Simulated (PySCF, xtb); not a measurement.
C3H7NSi, SMILES C=C=CN[SiH3]. One conformer was computed; it need not be the lowest.

Harmonic wavenumbers (cm⁻¹) from GFN2-xTB run with xtb 6.7.1 at its own minimum, in rising order: 93, 104, 146, 225, 246, 265, 550, 558, 584, 663, 754, 778, 810, 825, 845, 869, 996, 1049, 1223, 1324, 1358, 1468, 2082, 2221, 2245, 2261, 3011, 3035, 3040, 3486.

### Question
What does ωB97X-D3(BJ)/def2-SVP in PySCF give at its own minimum? (The exact figures need the calculation; the answer reports its results.)

### Answer
110, 127, 159, 224, 277, 286, 615, 633, 723, 733, 827, 912, 935, 947, 963, 995, 1023, 1037, 1217, 1379, 1416, 1520, 2111, 2250, 2261, 2267, 3134, 3191, 3222, 3697. Paired by order, the mean absolute difference is 70 cm⁻¹ and the zero-point energies are 53.1 and 56.0 kcal/mol.
